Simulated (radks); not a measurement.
The numbers below are computed, except where a source is named.
Effect of the nuclear size on neutral xenon, [Xe]. Code: a radial shooting solver on a logarithmic mesh with Libxc functionals. Model: Dirac Kohn-Sham, LDA (Slater exchange, Perdew-Wang correlation), spin-unpolarised, spherical densities, finite nucleus; Fermi nuclear charge, rms radius 4.7859 fm. The rms radius is varied about that value; shifts are against it.

\begin{tabular}{lrrrrrr}
rms radius (fm) & total energy shift (eV) & density at nucleus (e/bohr^3) & 1s1/2 shift (meV) & 2s1/2 shift (meV) & 4p1/2 shift (meV) & 5s1/2 shift (meV) \\ \hline
4.1159 & -1.73 & 2.779e+05 & -725 & -85.7 & 0.250 & -0.498 \\
4.4222 & -0.968 & 2.743e+05 & -405 & -47.8 & 0.140 & -0.278 \\
4.7859 & 0 & 2.705e+05 & 0.000 & 0.000 & 0.000 & 0.000 \\
4.9965 & 0.589 & 2.684e+05 & 246 & 29.1 & -0.085 & 0.169 \\
5.3889 & 1.74 & 2.648e+05 & 728 & 86.1 & -0.251 & 0.500 \\
\end{tabular}

Slopes of the eigenvalues against <r^2> in GHz/fm^2, as finite differences over the two radii next to the reference (eigenvalue slopes, not the field-shift constants of lines): 1s1/2 29100, 2s1/2 3440, 4p1/2 -10.0, 5s1/2 20.0.
